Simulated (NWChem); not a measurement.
System: CH7Si2 cation

Here is an NWChem input.

```
start job
memory heap 200 mb stack 900 mb global 1100 mb
charge 1
geometry units angstroms noautosym nocenter noautoz
  Si     0.159101    -1.594174    -0.000086
  C     -0.863031    -0.128996    -0.000874
  Si     0.206080     1.532170     0.003881
  H      0.645565    -2.191970     1.263914
  H      0.652395    -2.188946    -1.262871
  H     -1.480717    -0.058863    -0.912856
  H     -1.484886    -0.061368     0.908471
  H     -0.819196     2.604429     0.009441
  H      1.040586     1.518694    -1.226055
  H      1.044183     1.510000     1.231316
end
basis spherical
  * library pcsseg-1
end
dft
  xc bhlyp
  iterations 150
end
property
  shielding 7 1 2 3 4 6 8 9
end
task dft property
```

Structure relaxed at the PBE0/def2-SVP level.

GIAO values for the isolated, static molecule; σ is the absolute isotropic shielding, δ = σ(reference) − σ with the isolated reference molecule computed at the same levels (13C: tetramethylsilane, 1H: tetramethylsilane, 29Si: tetramethylsilane).

Atoms are numbered as in the input.

Task: Give the results of this calculation. (BHandHLYP/pcSseg-1, GIAO.) Quantities: δ Si1 (ppm); δ C2 (ppm); δ Si3 (ppm); δ H4 (ppm); δ H6 (ppm); δ H8 (rotor mean) (ppm).

Result: The δ Si1 (ppm) comes out as 321.8. The δ C2 (ppm) is 28.6, the δ Si3 (ppm) is -76.3 and the δ H4 (ppm) comes out as 7.54. The δ H6 (ppm) is 3.09 and the δ H8 (rotor mean) (ppm) is 4.52.
